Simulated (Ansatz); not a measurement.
Basis-set extrapolation for `F[Si]1(F)CCN1` (PBE0-D4/def2-TZVP geometry, frozen core, the Gaussian-basis code of Ansatz). Multiplicity 1, RHF reference.

|  | def2-TZVPP | def2-QZVPP |
| --- | --- | --- |
| HF | -621.222839 | -621.248269 |
| MP2 correlation | -1.154270 | -1.248936 |
| CCSD(T) correlation | -1.223113 | not run |

Energies in hartree. Use E(X) = E(∞) + A·exp(−7.88·√X) for Hartree–Fock and E(X) = E(∞) + B·X^(−2.97) for correlation, with X = 3 and 4, and add CCSD(T) minus MP2 of the smaller set to the MP2 limit.

Question: What is the CCSD(T) energy at the basis-set limit?

Answer: HF limit: -621.248269 + (-0.025430) × 0.13774 = -621.25177. MP2 limit: -1.248936 + (-0.094666) × 0.74074 = -1.31906. Higher-order term: -1.223113 − (-1.154270) = -0.06884. Total: -622.63967 hartree, 508.6 kJ/mol below CCSD(T)/def2-TZVPP.
